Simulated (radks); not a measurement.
Valence configurations of the calcium ion Ca+ (all share [Ar]). All-electron calculation, non-relativistic Kohn-Sham, PBEsol, spin-polarised, spherical densities, point nucleus; open shells are filled with parallel spins first. Program: a radial shooting solver on a logarithmic mesh with Libxc functionals. Energies are relative to 4s1; eigenvalues in eV for spin up.

[
 {"valence": "4s1", "E (eV)": "0.000", "moment (Bohr magnetons)": "1", "e(3d)": "-", "e(4p)": "-", "e(4s)": "-9.324"},
 {"valence": "3d1", "E (eV)": "1.278", "moment (Bohr magnetons)": "1", "e(3d)": "-5.922", "e(4p)": "-", "e(4s)": "-"},
 {"valence": "4p1", "E (eV)": "3.022", "moment (Bohr magnetons)": "1", "e(3d)": "-", "e(4p)": "-6.818", "e(4s)": "-"}
]

NIST lists [Ar] 4s1 as the ground configuration; this level of theory agrees among the configurations tried. The energies are those of spherical high-spin densities, not of single terms.
